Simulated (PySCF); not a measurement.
C2, SMILES [C]=[C] (connectivity only; charge and spin as stated), neutral, multiplicity 1.

The structure is a stationary point at PBE0-D3(BJ)/def2-TZVPD.

Level of theory: B3LYP/def2-TZVPD (PySCF).

The molecule is in vacuum.

* **total energy**: -75.90945 hartree
* **point group**: D∞h
* **highest occupied level**: -9.07 eV
* **lowest empty level**: -7.29 eV
* **orbital gap**: 1.78 eV
* **dipole moment**: 0.00 D
* **quadrupole, principal values (traceless, Buckingham form, about the centre of nuclear charge)**: -1.61, -1.61, 3.21 D·Å
* **mean static polarisability**: 48.3 bohr³ (7.16 Å³)
* **polarisability, principal values**: 33.8, 55.6, 55.6 bohr³
